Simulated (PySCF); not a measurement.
**Electron correlation in Xe+ (xenon, charge +1)**

[Kr] 4d10 5s1 5p6, 2S determinant (an excited configuration). Computed with PySCF 2.14 in ANO-RCC-VTZP, with the spin-free X2C one-electron Hamiltonian (Gaussian nucleus). Frozen: [Kr] 4d10; 7 electrons correlated.

```tsv
level	correlation energy (mhartree)
CCSD	-250.43
(T)	-23.60
CCSD(T)	-274.03
```

Diagnostics: T1 = 0.013, D1 = 0.0272, largest double amplitude 0.210.

A double-excitation amplitude exceeds 0.15, a sign of near-degeneracy.

Cost of the coupled-cluster step: roughly 5 core-seconds, for 7 correlated electrons.

Iterations:

```
CC2 = 0
CCSD nocc = (np.int64(4), np.int64(3)), nmo = (45, 45)
frozen orbitals [[0, 1, 2, 3, 4, 5, 6, 7, 8, 9, 10, 11, 12, 13, 14, 15, 16, 17, 18, 19, 20, 21, 22], [0, 1, 2, 3, 4, 5, 6, 7, 8, 9, 10, 11, 12, 13, 14, 15, 16, 17, 18, 19, 20, 21, 22]]
max_cycle = 100
direct = 0
conv_tol = 1e-08
conv_tol_normt = 1e-06
diis_space = 8
diis_start_cycle = 0
Init t2, MP2 energy = -0.193147709311014
Init E_corr(UCCSD) = -0.193147709311302
cycle = 1  E_corr(UCCSD) = -0.221840385826862  dE = -0.0286926765  norm(t1,t2) = 0.138919
cycle = 2  E_corr(UCCSD) = -0.235792172513324  dE = -0.0139517867  norm(t1,t2) = 0.0809502
cycle = 3  E_corr(UCCSD) = -0.251451895973019  dE = -0.0156597235  norm(t1,t2) = 0.0454886
cycle = 4  E_corr(UCCSD) = -0.249684401372311  dE = 0.0017674946  norm(t1,t2) = 0.00343398
cycle = 5  E_corr(UCCSD) = -0.250581708471232  dE = -0.000897307099  norm(t1,t2) = 0.00220032
cycle = 6  E_corr(UCCSD) = -0.250457331487604  dE = 0.000124376984  norm(t1,t2) = 0.000494408
cycle = 7  E_corr(UCCSD) = -0.250436244513084  dE = 2.10869745e-05  norm(t1,t2) = 0.000111268
cycle = 8  E_corr(UCCSD) = -0.250428871835107  dE = 7.37267798e-06  norm(t1,t2) = 2.78662e-05
cycle = 9  E_corr(UCCSD) = -0.250431738560839  dE = -2.86672573e-06  norm(t1,t2) = 7.62097e-06
cycle = 10  E_corr(UCCSD) = -0.250431426410768  dE = 3.12150072e-07  norm(t1,t2) = 9.9495e-07
cycle = 11  E_corr(UCCSD) = -0.250431411918743  dE = 1.44920242e-08  norm(t1,t2) = 8.04602e-08
cycle = 12  E_corr(UCCSD) = -0.250431413566976  dE = -1.64823305e-09  norm(t1,t2) = 1.25088e-08
UCCSD converged
E(UCCSD) = -7442.501766298327  E_corr = -0.2504314135669764
UCCSD(T) correction = -0.0236048496619513
```
